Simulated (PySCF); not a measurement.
Start geometry of `[PH2][GeH3]` from GFN2-xTB (Å):
```
atom  x, y, z in Å
P1     1.3003   -0.1493    0.8731
Ge2   -0.7785    0.1694   -0.0943
H3     1.9215    0.5376   -0.1650
H4     1.5001   -1.3596    0.2638
H5    -1.8091   -0.6862    0.5672
H6    -1.2434    1.5936    0.0653
H7    -0.8570   -0.1347   -1.5600
```

**Question.** What comes out of this run: PySCF 2.14.0, PBE0-D3(BJ)/def2-SVP geometry optimisation, gas phase?

**Answer.** 
```
atom  x, y, z in Å
P1     1.425   -0.044    0.813
Ge2   -0.674    0.233   -0.153
H3     2.096    0.682   -0.219
H4     1.652   -1.306    0.184
H5    -1.665   -0.687    0.580
H6    -1.102    1.697    0.052
H7    -0.693   -0.096   -1.658
```

The energy falls by 0.130 eV over 5 energy and gradient evaluations, the largest force component goes from 0.0255 to 2.1e-04 Eh/bohr, and the atoms move by 0.055 Å rms after alignment. The bond that changes most is P1–H4 (three-coordinate phosphorus to P–H hydrogen), which lengthens by 0.059 Å. Bonds longer at the end by more than 0.005 Å: 6 of 6; shorter: 0. Among the angles that change most is P1–Ge2–H6, from 111.3° to 108.0°. Rotational constants go from 53100, 3822, 3814 to 48992, 3778, 3768 MHz. The orientation of the end geometry is arbitrary; only internal coordinates are fixed.

The run used 75 basis functions and 27 SCF cycles in all.

No PBE0-D3(BJ)/def2-SVP frequencies stand behind this structure, so it isn't proved a minimum.
